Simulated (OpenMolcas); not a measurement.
## Al: effect of the level shift or regulariser

```yaml
Program: OpenMolcas 26.06
Basis: ANO-RCC-VQZP [6s5p3d2f1g]
Scalar_Hamiltonian: DKH2, point nucleus
Active_space: 3 electrons in 4 orbitals (3s 3p)
State_averaging: 2S+1 = 4 odd, 1 root (0 in the spin-orbit step); 2S+1 = 2 odd, 3 roots; 2S+1 = 4 even, 3 roots; 2S+1 = 2 even, 5 roots
Spin-orbit_coupling: RASSI with atomic mean-field integrals over the reference wave functions, term energies averaged over their components
```

Methods on the same reference wave functions:
A. CASSCF
B. SS-CASPT2, IPEA 0.25 Eh, imaginary shift 0.1 Eh (closed shells correlated: 2s 2p)
C. SS-CASPT2, IPEA 0.25 Eh, sigma2 regulariser 0.3 Eh (closed shells correlated: 2s 2p)

Energies in cm⁻¹ above 3s² 3p ²P°_1/2, the measured ground level; measured values from NIST Handbook of Basic Atomic Spectroscopic Data.

```
         Level      A      B      C  Measured
3s² 3p ²P°_1/2    0.0    0.0    0.0       0.0
3s² 3p ²P°_3/2    103    103    103       112
 3s 3p² ⁴P_1/2  23052  27338  27335     29020
 3s 3p² ⁴P_3/2  23089  27375  27373     29067
 3s 3p² ⁴P_5/2  23151  27437  27435     29143
 3s 3p² ²D_3/2  44950  40598  40929          
 3s 3p² ²D_5/2  44950  40598  40929
```

Deviations, from unrounded energies. A percentage is the sum of absolute deviations over the sum of measured energies, with the sign that they share, or ± where signs differ.

```tsv
Against measurement	Levels	A	B	C
mean absolute deviation (cm-1)	4	4500	1300	1300
fine structure of the ground term (%)	1	-8.2	-8.2	-8.2
other configurations (%)	3	-20.6	-5.8	-5.8
```

B, C lie about equally close to measurement and A furthest from it. The largest miss of B in the table is 3s 3p² ⁴P_5/2, by -1700 cm-1. The ranking rests on the paired levels alone, and a cruder setting can come out closer through cancelling errors.

Between B and C the level of the table that moves most is 3s 3p² ²D_3/2, by 330 cm-1 (lowest in B, highest in C).

The two smallest mean deviations differ by little beside CASPT2's spread within terms, so their order carries little weight.

The lowest spin-free term lies below A's lowest term by 0.255 hartree in B, 0.255 hartree in C.

Over all roots computed the reference weight is 0.92 to 0.98 in B; the roots of lowest weight are the least certain, and an intruder state may touch them. Terms of s pⁿ other than that of highest spin mix with s² pⁿ⁻² d, which this space lacks; all of them can be thousands of cm-1 off, and some have no real level of that name. Without dynamic correlation excited terms often stand tens of per cent too high (terms of higher spin than the ground term too low), and those without a measured partner can miss by more than the paired ones (holds for A). Computed and measured levels are paired by configuration, term and J; levels that our copy of the source lacks, or whose pairing is in doubt (as where it misses far off the trend of its configuration), stay unpaired and out of the deviations. Levels of configurations outside the active space are missing.

° marks odd parity.
